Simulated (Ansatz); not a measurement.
Program: Ansatz. Geometries: PBE0-D4/def2-TZVP. ΔE: electronic, gas phase. CCSD(T)/CBS is the MP2 limit (def2-TZVPP, def2-QZVPP) plus CCSD(T) − MP2 in def2-TZVPP, frozen cores. DFT in def2-TZVPP. Each species was taken in one conformer, which may not be the lowest.

Consider the redistribution: `CB(F)C=O` + `CO[SiH2][SiH3]` → `O=CB(F)[SiH3]` + `CO[SiH2]C`.

| level | ΔE (kJ/mol) |
| --- | --- |
| r2SCAN-D4 | 29.2 |
| PBE0-D4 | 30.8 |
| ωB97X-V | 25.8 |
| CCSD/def2-SVP | 29.2 |

(1) What does CCSD(T)/CBS give? (Best estimate.)

Largest T1 diagnostic among the species: 0.015.

Results:

(1) Computed: +23.7 kJ/mol. The listed levels differ from it by 5.5, 7.1, 2.1, 5.5 kJ/mol.

Leaving LDA and LC-ωPBE aside and taking each functional with its dispersion term where it has one, the values, not all of them listed here, spread over 9.2 kJ/mol, from ωB97M-V to B97M-V. At CCSD(T), def2-SVP lies +5.0 kJ/mol from the extrapolated value and def2-TZVPP +0.3 kJ/mol.
